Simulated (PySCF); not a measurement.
An unknown is described by computed data only.

Formula: CH6O2Si2.

| Property | Result |
| --- | --- |
| 13C NMR | chemical shifts (computed TMS as zero) by class: 247.2 (1 C) ppm [GIAO PBE0/pcSseg-1] |
| Rotational structure | rotational constants A, B, C: 4.490, 2.387, 1.619 GHz [PBE0-D3(BJ)/def2-SVP] |
| Triplet | lowest triplet excitation (Tamm–Dancoff): 2.59 eV [TDA B3LYP/def2-SVPD] |
| 1H NMR | chemical shifts (computed TMS as zero) by class: 11.89 (1 H), 5.09 (3 H), 5.02 (2 H) ppm [GIAO PBE0/pcSseg-1] |
| UV, first state | lowest singlet excitation: 3.27 eV (379 nm, f = 0.001) [TDDFT B3LYP/def2-SVPD] |
| UV, strongest line | among the 10 lowest singlet transitions: S10 at 7.24 eV (171 nm, f = 0.059) [TDDFT B3LYP/def2-SVPD] |
| Valence photoelectron | vertical ionisation energy: 9.45 eV [ΔSCF B3LYP/def2-SVPD] |
| Polarisability | 71.8 au [B3LYP/def2-SVPD] |
| Dipole | 2.08 D [B3LYP/def2-SVPD] |

Gas-phase values; electronic properties from PySCF, density fitting. Levels stand in brackets. One conformer (not necessarily the lowest) at the PBE0-D3(BJ)/def2-SVP geometry, without solvent, vibrations or thermal averaging. Each NMR value is the plain mean over a class of atoms that symmetry, rotation or inversion makes alike.

Question: What is the compound? Reason from the data.

Answer: Numbering: `[O:1]=[CH:2][SiH2:3][O:4][SiH3:5]`. Its formula, CH6O2Si2, gives 1 degree of unsaturation: 0 rings and 1 π bond in the structure found. The one carbon: carbonyl carbon [C2] (247.2 ppm). Hydrogen classes from least to most shielded: 1 H on a carbonyl carbon, C2 (11.89 ppm), 3 H on an oxygen-bound silicon, Si5 (5.09 ppm), 2 H on an oxygen-bound silicon, Si3 (5.02 ppm). S1 is mainly HOMO→LUMO (weight 0.98); the largest Löwdin shares of the orbital it empties are 0.47 on the carbonyl oxygen, 0.20 on the carbonyl carbon, 0.11 on an oxygen-bound silicon and 0.10 on the formyl hydrogen, of the orbital it fills 0.42 on the carbonyl carbon, 0.35 on the carbonyl oxygen, 0.11 on an oxygen-bound silicon and 0.06 on the formyl hydrogen. The optimised geometry has point group Cs and is an asymmetric top. Structure: `O=C[SiH2]O[SiH3]`. The assignments are read from this structure; whether some other isomer fits the data as well wasn't checked.

The values belong to the conformer `[O:1]=[CH:2][SiH2:3][O:4][SiH3:5]`: O1–C2–Si3–O4 -1°, C2–Si3–O4–Si5 1°.
